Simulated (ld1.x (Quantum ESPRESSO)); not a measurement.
# caesium: one change to a TM potential, before and after

ld1.x (Quantum ESPRESSO) 7.5 input, shortened:

```
&input
   title='Cs', zed=55., rel=2, dft='PZ', iswitch=3,
   config='[Xe] 5d0 6s0.75 6p0', rel_dist='average'
 /
 &inputp
   pseudotype=2, tm=.true., lloc=0,
   nlcc=.true., rcore=1.65
 /
3
6P  2  1   0.00   0.00  3.75  3.75  0.0
5D  3  2   0.00   0.00  3.20  3.20  0.0
6S  1  0   0.75   0.00  3.20  3.20  0.0
 &test
   configts(1)='5d0 6s0.75 6p0'
 /
```

Open shells are filled in proportion to 2j + 1 (rel_dist='average').

All-electron outer shells of the reference configuration (LDA (PZ), scalar-relativistic, ld1.x):

| shell | level (eV) | outermost node (bohr) | outermost maximum (bohr) |
| --- | --- | --- | --- |
| 5s | -28.09 | 0.82 | 1.54 |
| 5p | -14.80 | 0.89 | 1.76 |
| 6s | -3.10 | 2.10 | 4.50 |
| 6p | -1.48 | 2.59 | 6.23 |
| 5d | -1.39 | 1.06 | 3.21 |

Change: all radii but the core radius scaled by about 1.12 (s 3.58, p 4.20, d 3.58 bohr).

Cutoffs: the cutoffs (Ry, on a coarse ladder) from which the occupation-weighted sum of valence levels, in a spherical-Bessel basis at the reference potential, stays within 10 and 1 mRy of its value at 400 Ry; they do not see the model core or the augmentation charge, which bear on the density cutoff. Errors are all-electron minus pseudo energies relative to the spin-unpolarised reference configuration.

How do hardness, ghosts and transferability respond?

Both files are very soft, the changed one slightly softer (loose and tight cutoff 6 and 8 Ry → 6 and 6 Ry on this coarse ladder); the bound ghost in p disappears; of the 5 tests that both files solve, the error grows in 3 and shrinks in 0 by more than 15 % and 0.3 meV (median size 2.0 → 2.6 meV). More of the atom is replaced by a form fitted at one configuration, so other configurations suffer.

```csv
quantity,base,changed
"cutoff, loose",6 Ry,6 Ry
"cutoff, tight",8 Ry,6 Ry
bound ghosts,"p1/2, p3/2",none
"error for 5d0 6s1 6p0, meV [ΔE -0.67 eV]",-0.2,-0.4
"error for 5d0 6s0.5 6p0, meV [ΔE 0.89 eV]",-0.8,-1.0
"error for 5d0 6s0 6p1, meV [ΔE 0.81 eV]",-4.8,-5.6
"error for 5d0.5 6s0.5 6p0, meV [ΔE 0.20 eV]",-2.0,-2.6
"error for 5d1 6s0 6p0, meV [ΔE 1.06 eV]",-4.8,-6.3
```

Base: The cutoffs count occupied waves only; the empty 6p level needs 12 Ry at the loose tolerance. A true bound ghost makes a file unfit for plane-wave use even where its test errors are small: the radial tests pick states by their node count and pass the ghost by.
